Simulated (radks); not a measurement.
Spherical quantum dot in the effective-mass picture: electrons in a well V = -V0 / (1 + exp((r - R)/a)) with V0 = 7.94, R = 5.47, a = 0.47, with a point charge +1 (a donor) at the centre, all in effective atomic units (hartree* = m*/eps^2 hartree, bohr* = eps/m* bohr), one dielectric constant everywhere. Calculated with a radial shooting solver with Libxc functionals: non-relativistic Kohn-Sham, LDA (Slater exchange, Perdew-Wang correlation), spin-polarised, spherical densities. Levels are named by radial order and angular momentum (1s, 1p, 1d, 2s, ...), and open shells are averaged over m.

N = 21, configuration 1s2 1p6 1d10 2s2 1f(up 1, down 0). This is the lowest configuration that the search found. Occupied and some empty levels:

| level | occupation | eigenvalue (hartree*) | <r> (bohr*) |
|---|---|---|---|
| 1s up | 1 | -2.7127 | 3.364 |
| 1s down | 1 | -2.7053 | 3.354 |
| 1p up | 3 | -2.6044 | 3.601 |
| 1p down | 3 | -2.5962 | 3.598 |
| 1d up | 5 | -2.4323 | 3.743 |
| 1d down | 5 | -2.4237 | 3.742 |
| 2s up | 1 | -2.2020 | 2.019 |
| 1f up | 1 | -2.2008 | 3.867 |
| 2s down | 1 | -2.1998 | 2.022 |
| 1f down | 0 | -2.1920 | 3.867 |
| 1g up | 0 | -1.9164 | 3.979 |
| 1g down | 0 | -1.9075 | 3.979 |
| 2p up | 0 | -1.7662 | 2.890 |
| 2p down | 0 | -1.7621 | 2.888 |
| 2d up | 0 | -1.4159 | 3.252 |
| 2d down | 0 | -1.4109 | 3.250 |

Energy (hartree*): total -106.449, kinetic 9.5323, external -166.00, Hartree 56.531, exchange-correlation -6.5089.

Electron density:

| r (bohr*) | n(r) (e/bohr*^3) |
|---|---|
| 0.328 | 0.2555 |
| 0.694 | 0.1317 |
| 1.06 | 0.07270 |
| 1.42 | 0.04429 |
| 1.79 | 0.03224 |
| 2.15 | 0.03087 |
| 2.52 | 0.03739 |
| 2.89 | 0.04880 |
| 3.25 | 0.05983 |
| 3.62 | 0.06309 |
| 3.98 | 0.05338 |
| 4.35 | 0.03381 |
| 4.71 | 0.01500 |
| 5.08 | 0.004426 |
| 5.44 | 0.0008609 |
| 5.81 | 0.0001181 |
| 6.17 | 0.00001272 |
| 6.54 | 1.191e-06 |
| 6.91 | 1.066e-07 |
| 7.27 | 9.368e-09 |
